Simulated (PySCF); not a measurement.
Cl3H3HfO2, SMILES [OH][Hf](<-[OH2])([Cl])([Cl])[Cl], multiplicity 1.

Geometry optimised at PBE0-D3(BJ)/def2-SVP. The spin state was assumed, not searched. The def2 effective core potentials stand for the cores of Hf; spin–orbit coupling is left out. Other conformers were not sampled.

Method: PySCF with TDDFT-B3LYP/def2-SVPD.

Vertical excitations. The molecule is in vacuum. State labels are in the subgroup Cs.

Computed lowest excited states:
```json
[
 {"state": "S1", "symmetry": "A\"", "energy (eV)": "5.62", "λ (nm)": "220", "f": "0.006", "main pairs": "HOMO−1→LUMO 95 %"},
 {"state": "S2", "symmetry": "A'", "energy (eV)": "5.74", "λ (nm)": "216", "f": "0.044", "main pairs": "HOMO→LUMO 88 %"},
 {"state": "S3", "symmetry": "A'", "energy (eV)": "5.99", "λ (nm)": "207", "f": "0.003", "main pairs": "HOMO−2→LUMO 97 %"},
 {"state": "S4", "symmetry": "A\"", "energy (eV)": "6.09", "λ (nm)": "204", "f": "0.004", "main pairs": "HOMO−3→LUMO 63 %, HOMO→LUMO+1 31 %"},
 {"state": "S5", "symmetry": "A\"", "energy (eV)": "6.13", "λ (nm)": "202", "f": "0.018", "main pairs": "HOMO→LUMO+1 66 %, HOMO−3→LUMO 26 %"},
 {"state": "S6", "symmetry": "A\"", "energy (eV)": "6.29", "λ (nm)": "197", "f": "0.011", "main pairs": "HOMO−4→LUMO 88 %"},
 {"state": "S7", "symmetry": "A'", "energy (eV)": "6.40", "λ (nm)": "194", "f": "0.031", "main pairs": "HOMO−1→LUMO+1 74 %, HOMO−5→LUMO 15 %"},
 {"state": "S8", "symmetry": "A\"", "energy (eV)": "6.53", "λ (nm)": "190", "f": "0.000", "main pairs": "HOMO→LUMO+3 55 %, HOMO→LUMO+2 38 %"},
 {"state": "S9", "symmetry": "A'", "energy (eV)": "6.60", "λ (nm)": "188", "f": "0.002", "main pairs": "HOMO−5→LUMO 50 %, HOMO−1→LUMO+3 15 %, HOMO−3→LUMO+1 11 %, HOMO−6→LUMO 11 %"},
 {"state": "S10", "symmetry": "A\"", "energy (eV)": "6.65", "λ (nm)": "186", "f": "0.019", "main pairs": "HOMO−2→LUMO+1 83 %"},
 {"state": "T1", "symmetry": "A'", "energy (eV)": "5.26", "λ (nm)": "236", "f": "0", "main pairs": "HOMO→LUMO 97 %"},
 {"state": "T2", "symmetry": "A\"", "energy (eV)": "5.47", "λ (nm)": "227", "f": "0", "main pairs": "HOMO−1→LUMO 98 %"},
 {"state": "T3", "symmetry": "A'", "energy (eV)": "5.89", "λ (nm)": "211", "f": "0", "main pairs": "HOMO−2→LUMO 98 %"},
 {"state": "T4", "symmetry": "A\"", "energy (eV)": "5.90", "λ (nm)": "210", "f": "0", "main pairs": "HOMO−3→LUMO 92 %"}
]
```
Triplets are in the Tamm–Dancoff approximation, which puts them higher than full response would, so one can lie above its singlet here.
